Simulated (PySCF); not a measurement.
Gas-phase reaction: 2 InCl₃ + N₂O ⇌ In₂O + N₂ + 3 Cl₂, at 1600 K and a standard pressure of 1 bar. Level: PBE0/def2-TZVP.

Computed with PySCF and rigid-rotor harmonic-oscillator thermochemistry at 1 bar. All species are closed-shell singlets. In: scalar-relativistic def2 core potential, no spin-orbit coupling. The harmonic model lacks anharmonicity and excited electronic states, which grow with temperature; levels with a mode under 35 cm⁻¹ are left out. Soft modes under 120 cm⁻¹ make the harmonic entropy rough for InCl₃, In₂O.

| species | E (Ha) | H(1600 K) − E (kJ/mol) | S°(1600 K) (J/mol/K) |
|---|---|---|---|
| InCl₃ | -1570.48029 | 133.4 | 477.3 |
| N₂O | -184.54552 | 107.0 | 301.1 |
| In₂O | -455.53225 | 100.3 | 406.0 |
| N₂ | -109.44630 | 65.0 | 243.5 |
| Cl₂ | -920.08940 | 60.2 | 283.5 |
E: electronic energy; H − E holds the zero-point and thermal terms. 1 Ha = 2625.5 kJ/mol.

Q: Work out ΔH°, ΔS°, ΔG° and log10 K from these numbers.

A: 1. ΔE = 1×(-455.53225) + 1×(-109.44630) + 3×(-920.08940) − 2×(-1570.48029) − 1×(-184.54552) = 0.25935 Ha = 680.9 kJ.
2. Δ(H − E) = 1×(100.3) + 1×(65.0) + 3×(60.2) − 2×(133.4) − 1×(107.0) = -27.9 kJ, so ΔH° = 653.0 kJ.
3. ΔS° = 1×(406.0) + 1×(243.5) + 3×(283.5) − 2×(477.3) − 1×(301.1) = 244.3 J/K; the number of gas molecules changes by +2.
4. ΔG° = ΔH° − TΔS° = 653.0 − 1600×(244.3)/1000 = 262.1 kJ.
5. log10 K = −ΔG°/(RT ln 10) = -8.56, with RT ln 10 = 30.63 kJ/mol; at standard pressures the reactants are favoured.
6. A shift of 10 kJ in ΔE would move log10 K by 0.33 here.
For scale, ΔH°(298 K) is 670 kJ at this level, 640 kJ at ωB97M-V/def2-TZVP†, and runs from 538 to 791 kJ over the 18 levels computed († marks an energy on the PBE0/def2-TZVP geometry).
